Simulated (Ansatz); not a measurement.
`[SiH3]C1(Br)O[SiH2]1`. The species carries charge 0 and has multiplicity 1.

```xyz
10

Si   -1.589    0.214   -0.054
C     0.246    0.366    0.301
Br    0.546    1.422    1.920
O     1.078    0.784   -0.803
Si    1.604   -0.704   -0.247
H    -1.747   -0.638   -1.263
H    -2.242   -0.432    1.110
H    -2.171    1.556   -0.298
H     1.400   -1.842   -1.166
H     2.874   -0.726    0.501
```

Task: What are the harmonic wavenumbers in cm⁻¹ at PBE0-D4/def2-TZVP (Ansatz, finite differences of forces, unscaled)? (Estimate.)

Result: Computed: 127, 142, 159, 216, 299, 352, 487, 600, 612, 656, 664, 747, 806, 887, 911, 937, 941, 957, 1113, 2224, 2244, 2254, 2268, 2298.

Task: Is this a minimum?

Result: Yes, all 24 modes are real.

Task: Give the ideal-gas thermochemistry at 298.15 K and 1 bar (rigid rotor, harmonic oscillator; point group C1, symmetry number 1).

Result: Zero-point energy 137.0 kJ/mol; H(298) − E = 158.8 kJ/mol; entropy 361.7 J/(mol·K), of which translation 172.8, rotation 120.5, vibration 68.4; G(298) − E = 50.9 kJ/mol.

Task: And at 400, 500, 600, 800 and 1000 K?

Result: 
```
T (K)  H − E (kJ/mol)  S (J/mol/K)  G − E (kJ/mol)
  400           171.9        399.3            12.2
  500           186.6        432.1           -29.4
  600           202.8        461.6           -74.2
  800           238.2        512.4          -171.7
 1000           276.7        555.3          -278.6
```

Task: Rotational constants (cm⁻¹)?

Result: 0.07807, 0.05254, 0.03499.
